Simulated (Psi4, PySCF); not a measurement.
F4Se, charge +1, doublet, at a GFN2-xTB geometry (a state made from the parent by changing its charge; the spin is typed, not shown lowest), atoms displaced at random by about 0.08 Å a coordinate. Base run: TPSS/6-31G, gradient in PySCF.

Input for PySCF:
```python
from pyscf import gto, scf, dft

mol = gto.Mole()
mol.atom = '''
    Se   -0.15630495    0.00143919    0.21752442
    F     0.90700297    1.45260452    0.33689586
    F     1.08587260   -0.92202138   -0.76049937
    F    -1.08019826   -1.52670060    0.33808252
    F    -0.90749879    0.72698115   -0.70460239
'''
mol.basis = '6-31g'
mol.charge = 1
mol.spin = 1
mol.verbose = 4
mol.build()

mf = dft.UKS(mol)
mf.xc = 'tpss'
mf.kernel()
g = mf.nuc_grad_method()
grad = g.kernel()
```

Programs used: Psi4, PySCF; a row that names a program was run with it.

The coordinate followed is z of atom 3.

Variants of this job, named by their change:

| change | dE/dx (Eh/bohr) | net force (Eh/bohr) |
|---|---|---|
| base | -0.007709 | 0.000312 |
| grids.level = 0; grid_response = on | -0.007357 | 0.000000 |
| grid_response = on | -0.007660 | 0.000000 |
| finite difference step (bohr) = 1e-3; conv_tol = 1e-11 | -0.007660 | - |
| finite difference step (bohr) = 1e-4; conv_tol = 1e-11 | -0.007660 | - |
| grids.level = 0; grid_response = off | -0.016448 | 0.016816 |
| finite difference step (bohr) = 0.01; conv_tol = 1e-11 | -0.007659 | - |
| finite difference step (bohr) = 0.05; conv_tol = 1e-11 | -0.007639 | - |
| code = psi4 | -0.007524 | 0.000731 |
| conv_tol = 1e-11 | -0.007709 | 0.000312 |
| conv_tol = 1e-4 | -0.007703 | 0.000312 |
| finite difference step (bohr) = 1e-5; conv_tol = 1e-11 | -0.007662 | - |

The net force is zero for an exact gradient.

Open shells are given as the SCF converged; they aren't shown to be the lowest states, and a large step between rows can be another state.
